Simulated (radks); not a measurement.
The nickel ion Ni4+, 24 electrons, occupied as [Ne] 3s1 3p6 3d6 4f1 (not the ground configuration). Method: scalar-relativistic Kohn-Sham, exchange-only LDA, spin-polarised, spherical densities, finite nucleus; open shells are filled with parallel spins first; Fermi nuclear charge, rms radius 3.7757 fm; computed with a radial shooting solver on a logarithmic mesh with Libxc functionals.

Unscreened Slater integrals over Kohn-Sham orbitals (eV). They are taken over the spin-up orbitals.

integral,value
"F0(4f,4f)",7.2950
"F2(4f,4f)",3.9523
"F4(4f,4f)",2.6073
"F6(4f,4f)",1.9180
"F0(4f,3d)",9.2489
"F2(4f,3d)",1.2050
"F4(4f,3d)",0.42037
"G1(4f,3d)",0.51650
"G3(4f,3d)",0.29526
"G5(4f,3d)",0.20200
"F0(4f,3p)",9.2627
"F2(4f,3p)",1.0787
"G2(4f,3p)",0.24833
"G4(4f,3p)",0.16035
"F0(4f,3s)",9.2667
"G3(4f,3s)",0.16142
"F0(3d,3d)",31.548
"F2(3d,3d)",15.159
"F4(3d,3d)",9.5481
"F0(3d,3p)",32.168
"F2(3d,3p)",15.547
"G1(3d,3p)",18.954
"G3(3d,3p)",11.724
"F0(3d,3s)",32.623
"G2(3d,3s)",14.540
"F0(3p,3p)",33.092
"F2(3p,3p)",16.632
"F0(3p,3s)",33.541
"G1(3p,3s)",22.240
"F0(3s,3s)",34.038

Derived for the open shells (J is the average intra-shell exchange parameter used in DFT+U). 3d: Racah B = F2/49 - 5 F4/441 = 0.2011 eV, C = 35 F4/441 = 0.7578 eV, C/B = 3.77, F4/F2 = 0.630, J = (F2 + F4)/14 = 1.765 eV. 4f: F4/F2 = 0.660, F6/F2 = 0.485, J = (286 F2 + 195 F4 + 250 F6)/6435 = 0.3292 eV.
